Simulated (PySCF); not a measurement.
Dipole response of Hf (hafnium, neutral)

[Xe] 4f14 5d2 6s2, high-spin 3F determinant. Calculation: PySCF 2.14, in x2c-TZVPPall with one added diffuse shell each of s, p, d, f type (12s8p8d4f1g, 113 functions); scalar relativity by spin-free X2C-1e. Coupled (time-dependent) response in atomic units; α is the mean over directions.

| method | mean α (bohr³) | C₆ (like pair) | S(−4) |
| --- | --- | --- | --- |
| PBE | 98.91 | 1289 | 5344 |

S(−4) is the Cauchy moment in α(ω) = α(0) + S(−4) ω² + …

Reference α: 103 ± 6 bohr³ (recommended; Schwerdtfeger and Nagle, table of static dipole polarizabilities (2023 update)). Published C₆: 1040 (Gould and Bucko (2016)).

Spin-orbit coupling is absent.

α(iu) at PBE:

| u (hartree) | α(iu) (bohr³) |
| --- | --- |
| 0 | 98.91 |
| 0.0500 | 88.44 |
| 0.100 | 70.47 |
| 0.200 | 42.59 |
| 0.300 | 27.65 |
| 0.500 | 14.76 |
| 0.750 | 8.760 |
| 1.00 | 6.018 |
| 1.50 | 3.487 |
| 2.00 | 2.309 |
| 3.00 | 1.228 |
| 5.00 | 0.5109 |

A single London oscillator, α(iu) = α/(1 + u²/ω²), gives C₆ = (3/4) ω α². Matching the computed C₆ needs ω = 4 × 1289 / (3 × 98.91²) = 0.176 hartree.

Spin-orbit coupling, absent here, splits the open shell strongly.
